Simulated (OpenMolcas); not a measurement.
## Levels of Ne5+ by method

- Program: OpenMolcas 26.06
- Basis: ANO-RCC-VTZP [4s3p2d1f]
- Scalar Hamiltonian: DKH2, point nucleus
- Active space: 3 electrons in 8 orbitals (2s 2p 3s 3p)
- State averaging: 2S+1 = 4 odd, 1 root; 2S+1 = 2 odd, 3 roots; 2S+1 = 4 even, 3 roots; 2S+1 = 2 even, 9 roots
- Spin-orbit coupling: state interaction with AMFI integrals over the reference wave functions, term energies averaged over their components

Methods on the same reference wave functions:
A. CASSCF
B. SS-CASPT2, IPEA 0.25 Eh, imaginary shift 0.1 Eh (closed shells correlated: 1s)
C. XMS-CASPT2, IPEA 0.25 Eh, imaginary shift 0.1 Eh (closed shells correlated: 1s)

Energies in cm-1 above 2s2 2p 2P* 1/2, the measured ground level; measured values from NIST levels in Podobedova, Fuhr, Reader and Wiese, J. Phys. Chem. Ref. Data 33, 525 (2004).

```json
{"Level": "2s2 2p 2P* 1/2", "A": "0.0", "B": "0.0", "C": "0.0", "Measured": "0.0"}
{"Level": "2s2 2p 2P* 3/2", "A": "1292", "B": "1292", "C": "1292", "Measured": "1310"}
{"Level": "2s 2p2 4P 1/2", "A": "95822", "B": "99610", "C": "99790", "Measured": ""}
{"Level": "2s 2p2 4P 3/2", "A": "96267", "B": "100060", "C": "100240", "Measured": ""}
{"Level": "2s 2p2 4P 5/2", "A": "96997", "B": "100790", "C": "100970", "Measured": ""}
{"Level": "2s 2p2 2D 3/2", "A": "185125", "B": "179720", "C": "179440", "Measured": "179021"}
{"Level": "2s 2p2 2D 5/2", "A": "185138", "B": "179730", "C": "179450", "Measured": "178992"}
{"Level": "2s 2p2 2S 1/2", "A": "232980", "B": "232020", "C": "232300", "Measured": "230853"}
{"Level": "2s 2p2 2P 1/2", "A": "260251", "B": "250920", "C": "250750", "Measured": "249292"}
{"Level": "2s 2p2 2P 3/2", "A": "261121", "B": "251780", "C": "251610", "Measured": "250112"}
```

Deviations, from unrounded energies. A percentage is the sum of absolute deviations over the sum of measured energies, with the sign that they share, or ± where signs differ.

```csv
Against measurement,Levels,A,B,C
mean absolute deviation (cm-1),6,6100,990,880
fine structure of the ground term (%),1,-1.4,-1.4,-1.4
other configurations (%),5,+3.3,+0.5,+0.5
```

C lies closest to measurement on these levels and A furthest from it. The largest miss of C in the table is 2s 2p2 2P 3/2, by +1500 cm-1. The ranking rests on the paired levels alone, and a cruder setting can come out closer through cancelling errors.

Between B and C the level of the table that moves most is 2s 2p2 2D 3/2, by 280 cm-1 (lowest in C, highest in B). Moves below CASPT2's spread within the term are not significant.

The lowest spin-free term lies below A's lowest term by 0.037 hartree in B, 0.038 hartree in C.

CASPT2 does not keep the components of a term degenerate, so their means are used; among the terms shown or strongly mixed into the levels shown the widest spread is 30 cm-1 (2s 2p2 2D, C). Active for correlation alone: 3p 3s; no level in the range computed is led by a configuration that fills them, so any true level of that kind is missing. Measured partners are found by configuration, term and J. A level has none where our copy of the source lacks it or the pairing is in doubt (some pairs that miss far off the trend of their configuration count as doubtful), and it then counts in no deviation. Levels of configurations outside the active space are missing. The table leaves out levels that lie high or whose names do not pair safely across all columns.

* marks odd parity.
